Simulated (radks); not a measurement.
Question: All-electron atom: F II in [He] 2s2 2p4. Method: Dirac Kohn-Sham, Slater X-alpha with alpha = 0.78, spin-unpolarised, spherical densities, finite nucleus; open shells fill j = l - 1/2 first; Fermi nuclear charge, rms radius 2.8976 fm; computed with a radial shooting solver on a logarithmic mesh with Libxc functionals. Some entries of the table are withheld. Estimate them.

| orbital | occ. | eigenvalue (eV) | <r> (bohr) | <1/r> (bohr^-1) |
|---|---|---|---|---|
| 1s1/2 | 2 | -688.1769 | (1) | 8.628 |
| 2s1/2 | 2 | (2) | 0.9565 | (3) |
| 2p1/2 | 2 | -29.2975 | 0.9648 | (4) |
| 2p3/2 | 2 | -29.2194 | 0.9666 | (5) |

Answer: 
(1) 1s1/2 <r> (bohr): 0.1763
(2) 2s1/2 eigenvalue (eV): -48.0504
(3) 2s1/2 <1/r> (bohr^-1): 1.527
(4) 2p1/2 <1/r> (bohr^-1): 1.399
(5) 2p3/2 <1/r> (bohr^-1): 1.396
